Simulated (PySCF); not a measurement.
B(F)2(NH2) (BF₂H₂N), SMILES NB(F)F.

Geometry: B3LYP-D3(BJ)/def2-SVP. The values are those of a single conformer.

These are TDA-M06-2X/def2-SVPD in PySCF values and carry that method's errors.

Vertical excitations. The molecule is in vacuum. State labels are in the subgroup C2v.

Computed UV-visible absorptions:
```tsv
state	symmetry	energy (eV)	λ (nm)	f	main pairs
S1	B1	7.56	164	0.047	HOMO→LUMO 91 %
S2	A2	9.12	136	0.000	HOMO→LUMO+2 81 %, HOMO→LUMO+4 14 %
S3	B1	9.23	134	0.001	HOMO→LUMO+1 88 %
S4	A1	9.93	125	0.323	HOMO→LUMO+3 90 %
S5	A2	10.70	116	0.000	HOMO→LUMO+4 67 %, HOMO→LUMO+2 16 %, HOMO→LUMO+10 11 %
S6	B1	10.93	113	0.047	HOMO→LUMO+5 55 %, HOMO→LUMO+7 31 %, HOMO→LUMO+9 11 %
S7	B2	11.32	109	0.004	HOMO−1→LUMO 91 %
S8	A1	11.40	109	0.037	HOMO→LUMO+6 64 %, HOMO−2→LUMO 25 %
S9	A1	11.47	108	0.103	HOMO−2→LUMO 70 %, HOMO→LUMO+6 24 %
S10	B1	11.48	108	0.041	HOMO→LUMO+7 54 %, HOMO→LUMO+5 36 %
T1	B1	7.36	168	0	HOMO→LUMO 86 %
T2	A1	7.99	155	0	HOMO→LUMO+3 95 %
T3	A2	9.03	137	0	HOMO→LUMO+2 77 %, HOMO→LUMO+4 16 %
T4	B1	9.15	135	0	HOMO→LUMO+1 83 %
```
Triplets are in the Tamm–Dancoff approximation.
